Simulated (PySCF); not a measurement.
CdH: script and output

Input:

```python
from pyscf import gto, scf

mol = gto.M(
    atom='Cd 0 0 0; H 0 0 1.978',
    basis='def2-svp',
    ecp={'Cd': 'def2-svp'},
    charge=0,
    spin=1,
    symmetry=True,
    verbose=3,
)
mf = scf.UHF(mol)
mf.kernel()
mf.mulliken_pop()
mf.dip_moment()
print('orbital energies (hartree):', [e[max(0, n-3):n+3].round(4) for e, n in zip(mf.mo_energy, mol.nelec)])
```

```bash
$ python input.py
```

Output (some set-up lines and the per-cycle HOMO/LUMO lines with their warnings removed):

```
converged SCF energy = -167.362961762178  <S^2> = 0.80032642  2S+1 = 2.0497087
 ** Mulliken pop       alpha | beta **
pop of  0 Cd 4s       -0.18962 | -0.18464
pop of  0 Cd 5s        0.82375 | 0.80911
pop of  0 Cd 6s        0.36103 | 0.37210
pop of  0 Cd 7s        0.49313 | 0.31399
pop of  0 Cd 8s        0.37406 | 0.22102
pop of  0 Cd 4px       0.99184 | 0.99246
pop of  0 Cd 4py       0.99184 | 0.99246
pop of  0 Cd 4pz       0.99457 | 0.99462
pop of  0 Cd 5px       0.00840 | 0.00765
pop of  0 Cd 5py       0.00840 | 0.00765
pop of  0 Cd 5pz       0.10902 | 0.05443
pop of  0 Cd 6px       0.00003 | -0.00000
[24 lines left out]
In total            11.00000 | 10.00000
 ** Mulliken atomic charges   ( Nelec_alpha | Nelec_beta ) **
charge of  0Cd =      0.20239  (    10.15984      9.63777 )
charge of  1H =     -0.20239  (     0.84016      0.36223 )
Dipole moment(X, Y, Z, Debye):  0.00000,  0.00000, -1.40512
orbital energies (hartree): [array([-0.7486, -0.4393, -0.2806,  0.0413,  0.0413,  0.1326]), array([-0.7461, -0.7454, -0.3462,  0.0178,  0.0597,  0.0597])]
```

In short: E(SCF) = -167.362962 Eh, ⟨S²⟩ = 0.800, μz(SCF) = -1.41 D.

Wall time 0.87 s on one thread of a shared host.

The bond length is a typed value, not an optimised one. No search for the lowest solution was made.
